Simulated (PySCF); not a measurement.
r2SCAN on O (oxygen, neutral), [He] 2s1 2p4 3d1, one real determinant (an excited configuration). All numbers are calculated (PySCF 2.14, the non-relativistic Hamiltonian (point nucleus), in aug-cc-pVQZ with one added diffuse shell each of s, p, d, f, g type (7s6p5d4f3g, 105 functions)).

```
cycle= 1 E= -74.0764870523351  delta_E= -0.00472  |g|= 0.0136  |ddm|= 0.221
cycle= 2 E= -74.0765468164275  delta_E= -5.98e-05  |g|= 0.00379  |ddm|= 0.0201
cycle= 3 E= -74.0765518338956  delta_E= -5.02e-06  |g|= 0.0017  |ddm|= 0.00906
cycle= 4 E= -74.0765527582078  delta_E= -9.24e-07  |g|= 0.000116  |ddm|= 0.00286
cycle= 5 E= -74.0765527677376  delta_E= -9.53e-09  |g|= 1.07e-05  |ddm|= 0.00036
cycle= 6 E= -74.0765527677774  delta_E= -3.97e-11  |g|= 8.47e-07  |ddm|= 2.05e-05
converged SCF energy = -74.0765527677774  <S^2> = 6.0047771  2S+1 = 5.0019105
```

Highest occupied orbital energy: 0.481 eV; ⟨L²⟩ = 8.01; populations by l: s 3.00, p 4.00, d 1.00, f 0.00.

(1) Can this result be used?

## Answers

(1) Not for this state. Self-consistency was reached. ⟨L²⟩ = 8.01 against 12 for a pure F term, so this real determinant mixes terms. The outer electron is Rydberg-like, and this basis confines it to a smaller radius and binds it less than a complete one would. At r2SCAN the highest occupied level has a positive energy, so only the finite basis holds that electron; for this excited configuration the basis is too tight for the outer shell.
